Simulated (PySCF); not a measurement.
Species: C₆H₄F₃S (charge +1).
Cartesian coordinates in Å at the GFN2-xTB level; atoms count from 1:
```xyz
14
C6H4F3S angstrom
F      2.403   -1.124    0.588
C      1.963   -0.048   -0.056
F      2.443   -0.089   -1.302
F      2.460    1.031    0.540
C      0.438   -0.009   -0.100
C     -0.194    1.232   -0.167
C     -1.560    1.359   -0.245
S     -2.645    0.064   -0.276
C     -1.626   -1.282   -0.191
C     -0.255   -1.220   -0.115
H      0.413    2.130   -0.151
H     -2.017    2.339   -0.292
H     -2.131   -2.239   -0.198
H      0.307   -2.145   -0.061
```

Computed, not measured: TDDFT CAM-B3LYP/def2-SVPD, vertical, gas phase, core orbitals frozen in the response (PySCF).

Transition dipole moments from the ground state, in atomic units and in the frame of the coordinates above (overall signs are arbitrary), for the states with f of 0.002 or more among the lowest 7:

```csv
state,E (hartree),μx,μy,μz
S1,0.1794,0.018,0.718,-0.015
S2,0.2015,-1.005,0.025,-0.039
S3,0.2197,-0.021,0.006,0.243
S6,0.2535,-0.025,-1.114,0.023
S7,0.2607,1.754,-0.041,0.089
```

(1) What oscillator strength does each state have?

(2) The point group is Cs. Which irreducible representation does each state belong to?

(3) What angle do the transition dipoles of S2 and S7 make?

(4) How is the summed strength of these states shared among x, y and z?

(5) What peak molar absorption coefficient would the strongest computed level give as a lone Gaussian band 0.4 eV wide at half height?

Results:

(1) f = (2/3) ΔE |μ|² with ΔE in hartree (27.2114 eV).

```
state  |μ|² (au)  |μ| (D)      f
   S1      0.516     1.82  0.062
   S2      1.012     2.56  0.136
   S3      0.060     0.62  0.009
   S6      1.241     2.83  0.210
   S7      3.086     4.47  0.536
```

(2) Polarised normal to the mirror plane, so A″: S1 and S6. Polarised in the mirror plane, so A′: S2, S3 and S7.

(3) |cos θ| = |μa·μb| / (|μa| |μb|) = 1.00, so θ ≈ 1° (taken between 0 and 90°, since the signs are arbitrary).

(4) (2/3) Σ ΔE μα² gives 0.671 for x, 0.272 for y and 0.010 for z, 0.952 in all.

(5) ε(max) = 2.175×10⁸ f / FWHM, with the width in cm⁻¹. S7: 2.175×10⁸ × 0.5363 / 3226 ≈ 36000 L mol⁻¹ cm⁻¹.
